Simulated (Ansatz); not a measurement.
Consider the formal hydrolysis of the Si–Cl bond: `OC(F)(F)[SiH2]Cl` + H₂O → `O[SiH2]C(O)(F)F` + HCl.

Isolated molecules relaxed with PBE0-D4/def2-TZVP in Ansatz; ΔE leaves out vibrations. CCSD(T)/CBS is the MP2 limit (def2-TZVPP, def2-QZVPP) plus CCSD(T) − MP2 in def2-TZVPP, frozen cores. This one scheme is used for every species. Functionals use def2-TZVPP. Each species was taken in one conformer, which may not be the lowest.

CCSD(T)/CBS gives +2.3 kJ/mol.

Problem. Another level gave +4.8 kJ/mol. Which?
A. PBE/def2-TZVPP
B. MP2/def2-TZVPP
C. B2PLYP/def2-TZVPP
D. HF/def2-TZVPP

Solution. A. PBE 4.8, B2PLYP -3.6, HF/def2-TZVPP -7.7, MP2/def2-TZVPP 0.4 kJ/mol.

Largest T1 diagnostic among the species: 0.012.

In def2-TZVPP, CCSD(T) changes the Hartree–Fock value by +4.8 kJ/mol (the triples alone add +1.3 kJ/mol) and MP2 by +8.2 kJ/mol. The D4 term adds +3.0 kJ/mol with B3LYP and +1.6 kJ/mol with PBE0; it sums over pairs of atoms, weighted by their polarisabilities, and B3LYP, whose exchange is more repulsive, gets the larger term.

B3LYP here is the variant with VWN-RPA as its local correlation; programs differ in this.
